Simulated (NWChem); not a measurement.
System: BiHCl$_{2}$; SMILES [Cl][BiH][Cl]

The following NWChem deck was run.

```
start job
memory heap 200 mb stack 900 mb global 1100 mb
geometry units angstroms noautoz
  Bi    -0.407022     0.023941     0.000000
  H     -0.569807    -1.776061     0.000000
  Cl     1.168678     0.017887    -1.900166
  Cl     1.168678     0.017887     1.900166
end
basis spherical
  Bi library def2-svp
  H library def2-svp
  Cl library def2-svp
end
ecp
  Bi library def2-ecp
end
dft
  xc b3lyp
  iterations 150
  mulliken
end
task dft energy
```

All runs use the structure optimised with PBE0/def2-SVP. def2 effective core potentials on Bi; no spin-orbit coupling.

Problem. Predict the main results of this run. (B3LYP/def2-SVP with def2 effective core potentials on Bi.) Quantities: energy (Ha); highest occupied level (eV); orbital gap (eV); dipole (D).

Solution. 
```yaml
energy (Ha): -1135.51
highest occupied level (eV): -7.65
orbital gap (eV): 5.38
dipole (D): 3.86
```
